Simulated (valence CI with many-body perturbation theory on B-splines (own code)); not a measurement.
From CI to CI+MBPT in Cs15+

Calculated by configuration interaction combined with many-body perturbation theory (CI+MBPT): four valence electrons over a frozen Dirac-Fock core [Kr], radial functions for each j: 9 s, 9 p, 10 d, 8 f, 5 g, 3 h, 1 i, with the one-electron correlation potential Σ1 (screened to all orders), the two-electron term Σ2, the three-electron term Σ3, Breit, model QED; selected single and double excitations, second order for the rest (own B-spline code, finite nucleus).

No measured levels were compared; by estimate terms of the open shell hold to 2 to 4 % of their energy, and close levels can change places. Core correlation moves these levels by up to 7300 cm⁻¹, and in measured spectra 5 to 20 % of such shifts remained as error; rates that hang on mixing are uncertain with them. Only levels of the ground parity were solved; by the run's estimate the other parity begins above the list, which can be wrong where configurations are misplaced.

Each rung adds one term. CI alone is the Dirac-Coulomb CI over the frozen core; QED comes last and gives the full result, which names the levels. Energies are above 4d⁴ ⁵D_0 on the same rung, in eV.

Names give the largest LS component (configuration and term), which can be under half, so a name can repeat, a term be missing and a line seem to break the LS rules; names also repeat where a configuration has a term twice. Letters in brackets count levels of one name in rising energy.

| Level | CI alone |
| --- | --- |
| 4d⁴ ⁵D_1 | 1.188 |
| 4d⁴ ⁵D_2 | 2.232 |
| 4d⁴ ⁵D_3 | 3.055 |
| 4d⁴ ⁵D_4 | 3.622 |
| 4d⁴ ³P_0 [a] | 5.194 |
| 4d⁴ ³H_4 | 5.881 |
| 4d⁴ ³G_3 | 6.908 |
| 4d⁴ ³H_5 | 7.338 |
| 4d⁴ ³F_2 [a] | 7.059 |
| 4d⁴ ³P_1 [a] | 7.106 |
| 4d⁴ ³H_6 | 8.002 |
| 4d⁴ ³G_4 | 8.573 |
| 4d⁴ ³D_2 | 8.752 |
| 4d⁴ ³F_4 [a] | 9.058 |
| 4d⁴ ³F_3 [a] | 9.295 |
| 4d⁴ ³F_3 [b] | 9.881 |

(1) What do these energies become with core correlation, Breit and QED?

(2) How does the ionisation energy move along the ladder, and which term matters most?

Answers

(1) 4d⁴ ⁵D_1 1.198 (+0.0100); 4d⁴ ⁵D_2 2.221 (-0.0102); 4d⁴ ⁵D_3 3.013 (-0.0424); 4d⁴ ⁵D_4 3.512 (-0.1096); 4d⁴ ³P_0 [a] 5.199 (+0.0043); 4d⁴ ³H_4 5.440 (-0.4402); 4d⁴ ³G_3 6.473 (-0.4352); 4d⁴ ³H_5 6.776 (-0.5626); 4d⁴ ³F_2 [a] 6.797 (-0.2619); 4d⁴ ³P_1 [a] 7.053 (-0.0535); 4d⁴ ³H_6 7.362 (-0.6399); 4d⁴ ³G_4 8.057 (-0.5160); 4d⁴ ³D_2 8.395 (-0.3567); 4d⁴ ³F_4 [a] 8.653 (-0.4048); 4d⁴ ³F_3 [a] 8.741 (-0.5548); 4d⁴ ³F_3 [b] 9.479 (-0.4016).

(2) CI alone 379.19, + Σ1 381.36, + Σ2 383.21, + Σ3 383.26, + Breit 383.15, + QED 383.17 eV. The largest step is Σ1, 2.17 eV. NIST lists 382 ± 3 eV (theoretical).
